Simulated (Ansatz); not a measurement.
Basis sets compared for Li₁₀F₁₀ (relaxed from a model of 2x2x5 LiF rock-salt block, whose bonding it doesn't keep). Total charge 0; singlet. Geometry PBE-D4/def2-SVP. Ansatz on 4 threads of Arm Neoverse V2 on a shared host; times are rough, and most runs start from earlier orbitals.

Cartesian coordinates in Å:
```
Li -2.778 -2.005 1.639
F -1.411 -0.821 1.672
Li -0.019 0.289 1.295
F 1.369 1.462 1.203
Li 2.743 2.529 0.709
F -3.688 -1.299 0.235
Li -2.275 -0.140 -0.003
F -0.940 1.092 -0.257
Li 0.531 2.165 -0.475
F 1.943 3.325 -0.713
F -1.943 -3.325 0.713
Li -0.531 -2.165 0.476
F 0.940 -1.092 0.257
Li 2.275 0.139 0.002
F 3.688 1.299 -0.235
Li -2.743 -2.529 -0.708
F -1.369 -1.462 -1.203
Li 0.019 -0.289 -1.295
F 1.411 0.821 -1.672
Li 2.778 2.005 -1.639
```

Binding counts from free atoms (Li doublet, F doublet) in the same basis, without a counterpoise term.

```tsv
level	functions	energy (Eh)	HOMO (eV)	LUMO (eV)	binding per atom (eV)	wall time
PBE-D4/def2-SVP	230	-1073.0830	-7.23	-0.80	4.28	5.5 s
PBE0-D4/def2-SVP	230	-1073.1291	-9.28	-0.26	4.14	7.5 s
```

(1) Estimate the rows for PBE-D4/def2-TZVP (with forces), PBE0-D4/def2-TZVP.

Results:

(1) 
```json
{"level": "PBE-D4/def2-TZVP (with forces)", "functions": "450", "energy (Eh)": "-1074.2954", "HOMO (eV)": "-7.48", "LUMO (eV)": "-0.78", "binding per atom (eV)": "4.06", "wall time": "10 s"}
{"level": "PBE0-D4/def2-TZVP", "functions": "450", "energy (Eh)": "-1074.3299", "HOMO (eV)": "-9.48", "LUMO (eV)": "-0.18", "binding per atom (eV)": "3.94", "wall time": "20 s"}
```
